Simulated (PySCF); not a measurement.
## Sm²⁺ (samarium, charge +2) across methods

[Xe] 4f6, high-spin 7F determinant. All numbers are calculated (PySCF 2.14, the spin-free X2C one-electron Hamiltonian (Gaussian nucleus), in ANO-RCC-VQZP).

```
method   E (hartree)  mean ε 5p α (eV)  mean ε 5p β (eV)  mean ε 4f α (eV)  Σ⟨r²⟩ (bohr²)    ⟨S²⟩
r2SCAN     -10425.67           -38.012           -35.696           -17.165          40.43  12.007
   UHF  -10421.77728           -43.319           -40.336           -26.594          40.19  12.008
   LDA     -10417.59           -37.475           -35.517           -17.221          40.59  12.003
  PBE0     -10425.32           -39.047           -36.855           -19.533          40.39  12.004
```

Estimate the same row for PBE.

E (hartree) = -10425.38; mean ε 5p α (eV) = -37.282; mean ε 5p β (eV) = -35.251; mean ε 4f α (eV) = -17.019; Σ⟨r²⟩ (bohr²) = 40.61; ⟨S²⟩ = 12.003.

Spin-orbit coupling, absent here, splits the open shell strongly.
